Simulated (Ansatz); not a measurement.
In₇As₇H₂₀. Charge 0, multiplicity 1. Geometry PBE-D4/def2-SVP, basis def2-SVP, Ansatz.

```csv
atom,x (Å),y (Å),z (Å)
In1,-1.104,-3.054,-2.824
In2,2.585,0.663,3.613
In3,-1.506,-1.270,1.475
In4,2.362,-1.322,-0.803
In5,-0.223,1.325,-3.495
In6,-0.495,2.701,-0.544
In7,-4.095,0.468,-1.703
As8,3.525,-0.955,1.622
As9,0.004,-2.438,-0.380
As10,-2.062,-0.542,-3.204
As11,0.158,-0.591,3.531
As12,2.177,2.932,2.326
As13,-2.309,0.986,0.322
As14,1.495,1.121,-1.424
H15,-2.453,-4.107,-2.526
H16,0.280,-3.290,-3.855
H17,3.417,0.334,5.105
H18,-2.778,-2.253,2.146
H19,3.491,-2.004,-1.935
H20,0.276,2.064,-4.982
H21,-1.109,2.735,-2.404
H22,-0.253,4.330,-0.020
H23,-5.077,-0.852,-1.147
H24,-4.551,2.012,-2.360
H25,3.813,-2.349,2.181
H26,4.985,-0.591,1.354
H27,0.375,-3.768,0.281
H28,-2.608,-0.552,-4.635
H29,0.224,-1.854,4.394
H30,-0.739,0.191,4.491
H31,0.703,2.512,2.131
H32,1.819,3.653,3.645
H33,-2.994,1.750,1.456
H34,2.664,2.015,-1.835
```

```json
{"run": "A", "HOMO (eV)": "-6.71", "LUMO (eV)": "-1.62"}
{"run": "B", "HOMO (eV)": "-6.47", "LUMO (eV)": "-1.84"}
{"run": "C", "HOMO (eV)": "-6.35", "LUMO (eV)": "-1.90"}
{"run": "D", "HOMO (eV)": "-6.02", "LUMO (eV)": "-2.17"}
{"run": "E", "HOMO (eV)": "-7.45", "LUMO (eV)": "-0.80"}
{"run": "F", "HOMO (eV)": "-5.79", "LUMO (eV)": "-2.36"}
```

In the def2 sets In takes a core potential; there is no spin–orbit coupling. B3LYP takes the VWN-RPA correlation. Single mean-field runs in def2-SVP are fitted with def2-universal-jkfit.

Problem. The runs used B3LYP, BHLYP, PBE, PBE0, r2SCAN, r2SCANh. Estimate which is which.

Solution. A PBE0 (25 % exact exchange); B B3LYP (20 % exact exchange); C r2SCANh (10 % exact exchange); D r2SCAN (0 % exact exchange); E BHLYP (50 % exact exchange); F PBE (0 % exact exchange). Exact exchange lowers occupied and raises empty levels; among semilocal functionals meta-GGAs tend to open the gap a little, and such runs are hard to tell apart. The gap grows from 3.43 eV (PBE) to 6.65 eV (BHLYP).
